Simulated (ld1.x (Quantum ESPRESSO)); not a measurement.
**Ca RRKJ: all-electron and pseudo phase curves**

ld1.x (Quantum ESPRESSO) 7.5 input, shortened:

```
&input
   title='Ca', zed=20., rel=1, dft='PBE', iswitch=3,
   config='[Ar] 3d0 4s2 4p0'
 /
 &inputp
   pseudotype=2, tm=.false., rho0=0.001, lloc=2,
   nlcc=.true., new_core_ps=.true., rcore=0.50
 /
3
3S  1  0   2.00   0.00  1.50  1.50  0.0
3P  2  1   6.00   0.00  1.05  1.05  0.0
3D  3  2   0.00   0.00  3.30  3.30  0.0
 &test
   configts(1)='3s2 3p6 3d0 4s2 4p0'
 /
```

Occupied shells without a wave of their own: 4s. They enter only through the test configuration that unscreens the potential, and ld1.x also counts them in the model core charge.

The phase is arctan(r·u′/u) with u = r·R(r), unwrapped; energies in Ry, scanned from -5 to 5 Ry. A pole is an energy at which the radial function vanishes at the test radius. The pseudo phase is shifted by a multiple of π to meet the all-electron one at the reference energy, and phase errors are pseudo minus all-electron; the curves can meet again beyond the range given. Levels narrower than the energy grid can be missing from the lists of poles.

```csv
channel,radius (bohr),reference energy (Ry),"poles, all-electron","poles, pseudo",unbroken range about the reference energy with phases within 0.05 rad,phase error 1 Ry above the reference energy (rad)
s,3.62,-3.46,"-3.45, 0.74","-3.45, 0.30, 3.62",below -0.4,+0.003
p,3.62,-2.06,"-2.04, 1.34","-2.04, 1.54",below -0.5,+0.014
d,3.62,-0.14,"0.01, 2.38","0.03, 3.31",below 0.2,+0.544
```

The potential misses its own reference levels by up to 0.3 eV. ld1.x takes every shell without a wave as core, so the model core holds the 4s electrons as well and exchange and correlation see them twice. This cancels in the reference configuration, but the file is broken for other ones, and its errors say nothing about a proper core correction.

Phases in the d channel:

```json
{"E (Ry)": "-5.00", "all-electron": "1.447", "pseudo": "1.447"}
{"E (Ry)": "-4.48", "all-electron": "1.440", "pseudo": "1.440"}
{"E (Ry)": "-3.96", "all-electron": "1.431", "pseudo": "1.432"}
{"E (Ry)": "-3.44", "all-electron": "1.421", "pseudo": "1.422"}
{"E (Ry)": "-2.92", "all-electron": "1.408", "pseudo": "1.409"}
{"E (Ry)": "-2.40", "all-electron": "1.391", "pseudo": "1.393"}
{"E (Ry)": "-1.88", "all-electron": "1.367", "pseudo": "1.370"}
{"E (Ry)": "-1.36", "all-electron": "1.330", "pseudo": "1.335"}
{"E (Ry)": "-0.84", "all-electron": "1.256", "pseudo": "1.265"}
{"E (Ry)": "-0.32", "all-electron": "0.861", "pseudo": "0.885"}
{"E (Ry)": "0.20", "all-electron": "-1.776", "pseudo": "-1.733"}
{"E (Ry)": "0.72", "all-electron": "-2.303", "pseudo": "-2.022"}
{"E (Ry)": "1.24", "all-electron": "-4.129", "pseudo": "-2.955"}
{"E (Ry)": "1.76", "all-electron": "-4.565", "pseudo": "-4.266"}
{"E (Ry)": "2.28", "all-electron": "-4.695", "pseudo": "-4.543"}
{"E (Ry)": "2.80", "all-electron": "-4.781", "pseudo": "-4.649"}
{"E (Ry)": "3.32", "all-electron": "-4.884", "pseudo": "-4.714"}
{"E (Ry)": "3.84", "all-electron": "-5.159", "pseudo": "-4.768"}
{"E (Ry)": "4.36", "all-electron": "-7.030", "pseudo": "-4.833"}
{"E (Ry)": "4.88", "all-electron": "-7.633", "pseudo": "-4.953"}
```
